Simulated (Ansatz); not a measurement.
System: sum formula Sn2OH5, charge 0, multiplicity 2. It need not be the lowest isomer of its formula. 
Geometry from a B3LYP-D3(BJ)/def2-TZVP (Ansatz, a quantum-chemistry and plane-wave program) optimisation:
```xyz
8

O     -0.1891     0.2778    -0.6536
Sn    -1.4960    -1.0587    -0.0098
H     -2.9009    -0.7239    -0.9776
H     -1.7997    -0.6640     1.6652
Sn     1.5046     0.9729     0.0848
H      1.4491     2.6604    -0.1750
H      2.7728     0.2233    -0.7853
H      1.5595     0.5732     1.7519
```
Charge 0, spin multiplicity 2.

Computed values are from Ansatz. Correlated levels leave the core frozen unless marked. Open shells are spin-unrestricted. Spin-orbit coupling is left out. Frozen are the shells of the preceding noble gas and the d and f shells that filled before the atom's block. Past Kr the def2 sets carry scalar-relativistic core potentials. CBS(X,Y): correlation extrapolated as X^-3; Hartree-Fock from the larger set. [CCSD(T)-MP2]/basis is that difference in the basis named.

- atomisation energy De = 1929.2 kJ/mol at RI-MP2/CBS(def2-TZVPPD,def2-QZVPPD)+[CCSD(T)-MP2]/def2-TZVPPD
- total energy = -505.0493 Eh at RI-MP2/CBS(def2-TZVPPD,def2-QZVPPD)+[CCSD(T)-MP2]/def2-TZVPPD
- dipole moment = 1.25 D at CCSD(T)/def2-SVPD
- T1 diagnostic = 0.018 at CCSD/def2-TZVPPD
